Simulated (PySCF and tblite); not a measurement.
The numbers below are computed, except where a source is named.
C₅H₅NO₂, numbered as in [CH3:1][O:2][C:3](=[O:4])/[CH:5]=[CH:6]/[C:7]#[N:8].

Geometries GFN2-xTB; weights from PBE0-D3(BJ)/def2-SVP (IEF-PCM, tetrahydrofuran) energies and GFN2-xTB thermal corrections, with symmetry numbers and mirror pairs. Conformers within 2.5 kcal/mol (GFN2-xTB free energy) were kept, 5 at most. Couplings: B3LYP/6-31G* with pcJ-1 on H (gas phase; spin-dipole term only for pairs with B, N, F, Si or P). Couplings are for ¹H. H–H couplings come out 0.1 to 0.9 Hz lower than with pcJ-1 on all atoms. Codes: tblite and PySCF.

Torsions listed: C1–O2–C3–O4, O2–C3–C5–C6.

```json
{"conformer": "1", "shape": "0°, 180°", "weight %": "73.3"}
{"conformer": "2", "shape": "0°, 0°", "weight %": "26.7"}
```

Q: Give the couplings in each conformer and the averages at 298.15 K (pairs that fast motion interchanges averaged).

A: 
| coupling | pairs | 1 | 2 | average (Hz) |
| --- | --- | --- | --- | --- |
| ²J(H1,H1) | 3 | -12.0 | -11.9 | -12.0 |
| ³J(H5,H6) | 1 | 16.7 | 16.9 | 16.7 |

The minima are those of GFN2-xTB; planar forms about aryl–S or allylic bonds may be saddles in DFT.


Conformer gaps in def2-SVP on xTB geometries can be 2 kcal/mol too large for S=O, P=O and other polar bonds.